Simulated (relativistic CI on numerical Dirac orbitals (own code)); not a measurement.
**Crystal-field levels of Eu²⁺, 4f7**

Calculated by Dirac-Coulomb-Breit CI, KLI orbitals optimised for each configuration, model QED, valence Slater integrals scaled by 0.75, one configuration in a parametric crystal field (own radial code).

Field parameters in Wybourne normalisation. The field is a parameter set, without covalency.

S and J are read from ⟨S²⟩ = S(S + 1) and ⟨J²⟩ = J(J + 1) of each level; they are not fictitious spins.

D3d, B20 = 200, B40 = 80, B43 = -1100, B60 = 40, B63 = 410, B66 = -410 cm⁻¹, the lowest 10 levels:

```json
{"E (cm⁻¹)": "0.0", "Degeneracy": "2", "Irrep": "Γ4", "S": "3.47", "J": "3.50"}
{"E (cm⁻¹)": "0.1", "Degeneracy": "2", "Irrep": "Γ4", "S": "3.47", "J": "3.50"}
{"E (cm⁻¹)": "0.2", "Degeneracy": "2", "Irrep": "Γ5+Γ6", "S": "3.47", "J": "3.50"}
{"E (cm⁻¹)": "0.2", "Degeneracy": "2", "Irrep": "Γ4", "S": "3.47", "J": "3.50"}
{"E (cm⁻¹)": "24539", "Degeneracy": "2", "Irrep": "Γ4", "S": "2.45", "J": "3.51"}
{"E (cm⁻¹)": "24555", "Degeneracy": "2", "Irrep": "Γ4", "S": "2.45", "J": "3.52"}
{"E (cm⁻¹)": "24568", "Degeneracy": "2", "Irrep": "Γ5+Γ6", "S": "2.45", "J": "3.52"}
{"E (cm⁻¹)": "24579", "Degeneracy": "2", "Irrep": "Γ4", "S": "2.45", "J": "3.53"}
{"E (cm⁻¹)": "25013", "Degeneracy": "2", "Irrep": "Γ4", "S": "2.47", "J": "2.56"}
{"E (cm⁻¹)": "25040", "Degeneracy": "2", "Irrep": "Γ5+Γ6", "S": "2.47", "J": "2.54"}
```

Principal g values of the ground doublet: 0.18, 0.18, 13.88.

C2v, B20 = -450, B22 = 80, B40 = -380, B42 = 330, B44 = 150, B60 = -430, B62 = -190, B64 = 80, B66 = -170 cm⁻¹, the lowest 10 levels:

```json
{"E (cm⁻¹)": "0.0", "Degeneracy": "2", "S": "3.47", "J": "3.50"}
{"E (cm⁻¹)": "0.1", "Degeneracy": "2", "S": "3.47", "J": "3.50"}
{"E (cm⁻¹)": "0.3", "Degeneracy": "2", "S": "3.47", "J": "3.50"}
{"E (cm⁻¹)": "0.6", "Degeneracy": "2", "S": "3.47", "J": "3.50"}
{"E (cm⁻¹)": "24530", "Degeneracy": "2", "S": "2.45", "J": "3.51"}
{"E (cm⁻¹)": "24555", "Degeneracy": "2", "S": "2.45", "J": "3.51"}
{"E (cm⁻¹)": "24581", "Degeneracy": "2", "S": "2.45", "J": "3.51"}
{"E (cm⁻¹)": "24619", "Degeneracy": "2", "S": "2.45", "J": "3.51"}
{"E (cm⁻¹)": "25020", "Degeneracy": "2", "S": "2.47", "J": "2.53"}
{"E (cm⁻¹)": "25046", "Degeneracy": "2", "S": "2.47", "J": "2.52"}
```

Principal g values of the ground doublet: 0.87, 1.71, 12.86.

The next free-ion level lies 24579 cm⁻¹ above the lowest; the field splits the ground level into components whose J stays near 7/2 as long as their spread is small against that gap.

Levels of this model without a field, named by their leading LS term (the scale mimics covalency, so terms lie below those of the real free ion): 8S°_7/2 0, 6P°_7/2 24579, 6P°_5/2 25058, 6P°_3/2 25519, 6I°_7/2 26893, 6I°_9/2 27198, 6I°_17/2 27268, 6I°_11/2 27442 cm⁻¹.
